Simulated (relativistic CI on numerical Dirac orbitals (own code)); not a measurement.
La⁴⁺: computed level list

These numbers are calculated, not measured: Dirac-Coulomb-Breit CI, separate exchange-only KLI orbitals for each configuration, QED by a radiative potential, valence Slater integrals scaled by 0.85, configuration energies shifted to the measured levels that pair with them (semi-empirical) (own radial code, finite nucleus).

Configuration list (outside the closed core [Kr] 4d10): 5s2 5p5, 5s 5p6, 5s2 5p4 5d, 5s2 5p4 6s, 5s2 5p3 4f2, 5s2 5p4 4f, 5s2 5p3 5d2, 5s2 5p4 5f, 5s 5p5 5d, 5s2 5p4 5g, 5s2 5p3 4f 5d, 5s2 5p4 6p, 5p5 4f2, 5s 5p5 5f, 5s 5p5 4f, 5s2 5p3 5f2, 5p5 5d2, 5s2 5p4 6d, 5s 5p5 5g, 5s2 5p4 7s, 5s 5p4 4f2, 5s2 5p3 4f 5f, 5s2 5p4 7p, 5s 5p4 4f 5d, 5p6 4f, 5s2 5p3 5g2, 5s2 5p3 4f 6s, 5s2 5p3 4f 5g, 5s2 5p4 6f, 5s2 5p4 7d. Levels of other configurations are missing.

The lowest level is 5s2 5p5 2P°_3/2, with 96 % of that term; Hund's rules for 5s2 5p5 give 2P° with J = 3/2, in agreement.

| No. | Configuration | Term | J | E (cm⁻¹) | % | Next component (%) | jj configuration (%) |
| --- | --- | --- | --- | --- | --- | --- | --- |
| 1 | 5s2 5p5 | 2P° | 3/2 | 0.0 | 96 | 2 5s2 5p3 5d2 2P° | 5p3/2^3 (96) |
| 2 | 5s2 5p5 | 2P° | 1/2 | 21346.1 | 96 | 2 5s2 5p3 5d2 2P° | 5p1/2 5p3/2^4 (96) |

Energies count from the lowest computed level; ° marks odd parity. Filled j subshells are mostly left out of the jj labels. The list stops below the first level whose count of f electrons has no measured partner.

The mean weight of the leading LS term, summed over parents, in these 2 levels is 96 %, and that of the leading jj configuration (from the same eigenvectors) 96 %.

Configurations whose levels could be paired with our table of measured levels were shifted onto them, all but the ground configuration, by the median error of their levels; single terms can still be off by 1,000 to 2,000 cm⁻¹ or more, and rates follow the energies as ν³ (E1, M1) or ν⁵ (E2). The others borrow a shift and can be off by several thousand cm⁻¹ or more. Levels and lines within the n = 5 or 6 shells can be off by up to 10 % or somewhat more, and those that change n by about 2 %, since core polarisation is missing. 7 of the 23 excited levels that our extract of the measured tables holds in this range could be paired (the sources list more); they are missed by 276 cm⁻¹ on average and 693 at most, after the shifts were fitted to these levels, and levels without a partner can miss by more. Some levels of the ground configuration have no partner and can miss by 10 % or more. Levels that differ in their count of f electrons can be misplaced by several ten thousand cm⁻¹, since the correlation energy of f electrons is missing or only estimated; rates across such gaps can be off by orders of magnitude.

LS names give the leading component of a level, which can be under half, so a name can repeat, a term be missing and a line seem to break the LS rules.
